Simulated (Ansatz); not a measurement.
## BH6SiSn: where a starting geometry ends

The starting geometry of this gas-phase doublet was optimised with GFN2-xTB.

| atom | x (Å) | y (Å) | z (Å) |
| --- | --- | --- | --- |
| B | -1.0680 | -0.7633 | 1.0875 |
| Si | 0.1157 | 1.4787 | -0.1030 |
| Sn | 2.0428 | 0.1303 | 0.9723 |
| H | -1.0325 | 0.3085 | 0.3195 |
| H | -1.5257 | -0.4110 | 2.1140 |
| H | -0.6111 | 2.5368 | 0.6637 |
| H | 0.1136 | -1.1233 | 1.2347 |
| H | -1.6532 | -1.5545 | 0.4462 |
| H | 2.3520 | -0.6403 | -0.6640 |

Predict what it relaxes into with r2SCAN-D4/def2-SVP.

A new bond forms, giving a structure with H4 bridging B1 and Si2, H7 bridging B1 and Sn3, given below by its coordinates. Distances that change by over a tenth: B1–Si2 (2.80 → 2.35 Å). Contacts that close: Sn3–H7 (2.32 → 2.07 Å).

The energy falls by 0.47 eV over 13 steps:

```csv
step,E − E(last) (eV)
1,0.472
2,0.194
4,0.067
5,0.046
6,0.016
8,0.001
9,0.001
10,0.000
12,0.000
13,0.000
```

Final geometry (Å):

```yaml
atoms:
  - { symbol: B, position_ang: [-0.8511, -0.5813, 0.9934] }
  - { symbol: Si, position_ang: [-0.0011, 1.4054, 0.0772] }
  - { symbol: Sn, position_ang: [1.9107, -0.0482, 1.1532] }
  - { symbol: H, position_ang: [-1.1144, 0.1926, -0.0619] }
  - { symbol: H, position_ang: [-1.1100, -0.0513, 2.0474] }
  - { symbol: H, position_ang: [-0.8704, 2.3853, 0.8188] }
  - { symbol: H, position_ang: [0.2335, -1.2441, 0.9359] }
  - { symbol: H, position_ang: [-1.6504, -1.4052, 0.5912] }
  - { symbol: H, position_ang: [2.1871, -0.6913, -0.4843] }
```

Frequencies at the end are all real (lowest 184 cm⁻¹). Open shells are spin-unrestricted. Atoms past krypton carry core potentials, without spin–orbit terms. Run with Ansatz 0.2.0, 82 s on 2 threads of Arm Neoverse V2, on a shared host.
